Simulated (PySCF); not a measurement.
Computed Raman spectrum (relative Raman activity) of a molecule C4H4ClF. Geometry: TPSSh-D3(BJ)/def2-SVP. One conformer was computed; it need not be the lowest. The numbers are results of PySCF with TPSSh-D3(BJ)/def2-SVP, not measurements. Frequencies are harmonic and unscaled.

Lines under 2 % of the strongest are left out, and lines within 2 cm⁻¹ are merged.

ν (cm⁻¹): 423 (vw), 442 (vw), 867 (vw), 915 (vw), 968 (vw), 1001 (vw), 1061 (vw), 1221 (vw), 1364 (w), 1463 (w), 1656 (w), 3058 (s), 3064 (vs), 3131 (m), 3241 (s) (against the strongest line: vs over 80 %, s over 45 %, m over 15 %, w over 4 %, vw less)

**Question.** Pick the molecule that these values belong to.
A. C=C/C=C(\F)Cl
B. C=C(Cl)/C=C\F
C. C=C=C[C@H](F)Cl
D. F[C@H]1C=C(Cl)C1

**Answer.** D, F[C@H]1C=C(Cl)C1
